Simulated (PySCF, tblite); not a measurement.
C6H9NOSi.
Cartesian coordinates in Å at the GFN2-xTB level; atoms count from 1:
```xyz
18
C6H9NOSi angstrom
C      1.6754   -0.5742   -0.8939
C      0.8177   -0.5574    0.3767
Si    -0.7167   -1.6856    0.2332
O     -1.8000   -0.7866   -0.5766
C     -1.9795    0.5908   -0.4267
C     -0.8668    1.3370    0.2289
C      0.3194    0.8477    0.6025
C      1.2464    1.7097    1.2349
N      2.0269    2.3719    1.7532
H      1.0740   -0.3234   -1.7657
H      2.1021   -1.5631   -1.0432
H      2.4900    0.1465   -0.8204
H      1.4632   -0.8259    1.2183
H     -0.5496   -2.8130   -0.6657
H     -1.1734   -2.0203    1.5854
H     -2.1450    1.0090   -1.4304
H     -2.9004    0.7623    0.1509
H     -1.0926    2.3809    0.4070
```

Method: PBE0/pcSseg-1 in PySCF (dipole) on a GFN2-xTB geometry, gas phase.

Take the most abundant isotopes and a rigid rotor. The values belong to one conformer with, in the numbering `[CH3:1][C@@H:2]1[SiH2:3][O:4][CH2:5][CH:6]=[C:7]1[C:8]#[N:9]`, C1–C2–Si3–O4 -82°, C2–Si3–O4–C5 -37°, Si3–O4–C5–C6 18°, O4–C5–C6–C7 5°.

**Question.** What are A, B and C (cm⁻¹)?

**Answer.** Ia = 218.48, Ib = 459.32, Ic = 579.43 u·Å²; 505379 MHz·u·Å²/I gives 2313, 1100 and 872.2 MHz, that is A = 0.07716, B = 0.03670, C = 0.02909 cm⁻¹.

**Question.** What kind of rotor is it?

**Answer.** An asymmetric top. Ray's parameter κ = (2B − A − C)/(A − C) = -0.683; −1 is the prolate and +1 the oblate limit.

**Question.** Is it planar, by Δ = Ic − Ia − Ib?

**Answer.** Not planar: Δ = Ic − Ia − Ib = -98.37 u·Å². For a rigid frame Δ = −2 Σ m c², so Σ m c² = 49.19 u·Å² lies off the ab plane: 14.85 from hydrogen and 34.34 from heavier atoms. The atom farthest from that plane is 2.08 Å away.

**Question.** List the rotational levels J(Ka,Kc) to J = 2 (MHz).

**Answer.** Above 0(0,0):
J = 1: 1(0,1) 1972, 1(1,1) 3185, 1(1,0) 3413
J = 2: 2(0,2) 5888, 2(1,2) 6902, 2(1,1) 7586, 2(2,1) 11225, 2(2,0) 11255
Those of J = 1 are B + C, A + C and A + B.

**Question.** Which lines would a microwave search look for?

**Answer.** The dipole components are |μa| = 3.07 D, |μb| = 0.46 D, |μc| = 0.61 D. Intensities carry the squares of the components, which stand as 1.00 : 0.02 : 0.04 (a : b : c). Some lines, for components of 0.1 D or more:

```json
{"type": "a", "branch": "Q", "J(Ka,Kc)": "2(1,1) ← 2(1,2)", "MHz": "684", "lower level (cm⁻¹)": "0.230"}
{"type": "c", "branch": "Q", "J(Ka,Kc)": "2(1,2) ← 2(0,2)", "MHz": "1014", "lower level (cm⁻¹)": "0.196"}
{"type": "b", "branch": "Q", "J(Ka,Kc)": "1(1,0) ← 1(0,1)", "MHz": "1441", "lower level (cm⁻¹)": "0.066"}
{"type": "b", "branch": "Q", "J(Ka,Kc)": "2(1,1) ← 2(0,2)", "MHz": "1698", "lower level (cm⁻¹)": "0.196"}
{"type": "a", "branch": "R", "J(Ka,Kc)": "1(0,1) ← 0(0,0)", "MHz": "1972", "lower level (cm⁻¹)": "0.000"}
{"type": "b", "branch": "R", "J(Ka,Kc)": "1(1,1) ← 0(0,0)", "MHz": "3185", "lower level (cm⁻¹)": "0.000"}
{"type": "c", "branch": "R", "J(Ka,Kc)": "1(1,0) ← 0(0,0)", "MHz": "3413", "lower level (cm⁻¹)": "0.000"}
{"type": "c", "branch": "Q", "J(Ka,Kc)": "2(2,1) ← 2(1,1)", "MHz": "3639", "lower level (cm⁻¹)": "0.253"}
{"type": "b", "branch": "Q", "J(Ka,Kc)": "2(2,0) ← 2(1,1)", "MHz": "3668", "lower level (cm⁻¹)": "0.253"}
{"type": "a", "branch": "R", "J(Ka,Kc)": "2(1,2) ← 1(1,1)", "MHz": "3717", "lower level (cm⁻¹)": "0.106"}
{"type": "a", "branch": "R", "J(Ka,Kc)": "2(0,2) ← 1(0,1)", "MHz": "3916", "lower level (cm⁻¹)": "0.066"}
{"type": "a", "branch": "R", "J(Ka,Kc)": "2(1,1) ← 1(1,0)", "MHz": "4173", "lower level (cm⁻¹)": "0.114"}
{"type": "c", "branch": "R", "J(Ka,Kc)": "2(1,1) ← 1(0,1)", "MHz": "5614", "lower level (cm⁻¹)": "0.066"}
{"type": "c", "branch": "R", "J(Ka,Kc)": "2(2,0) ← 1(1,0)", "MHz": "7841", "lower level (cm⁻¹)": "0.114"}
{"type": "c", "branch": "R", "J(Ka,Kc)": "2(2,1) ← 1(1,1)", "MHz": "8040", "lower level (cm⁻¹)": "0.106"}
{"type": "b", "branch": "R", "J(Ka,Kc)": "2(2,0) ← 1(1,1)", "MHz": "8069", "lower level (cm⁻¹)": "0.106"}
```

**Question.** Estimate the classical rotational partition function at 25 K, 50 K and 100 K.

**Answer.** Point group C1, symmetry number σ = 1; q = (√π/σ)·√((kT/h)³/(ABC)), k/h = 20836.6 MHz/K: 14100 at 25 K, 40000 at 50 K, 113000 at 100 K.

Its GFN2-xTB frequencies are all real (lowest 36 cm⁻¹). No vibrational averaging or centrifugal distortion is included, and the geometry carries the error of its method. A rigid rotor knows nothing of internal rotation, which can split or shift real lines. Quadrupole hyperfine structure (14N) is left out.

Hardware: Arm Neoverse N1, one thread, no GPU (shared host). Cost: 71 s wall, 1.0 GiB resident at most. This is the PBE0/pcSseg-1 job that gave the dipole, with the shieldings it also computed.
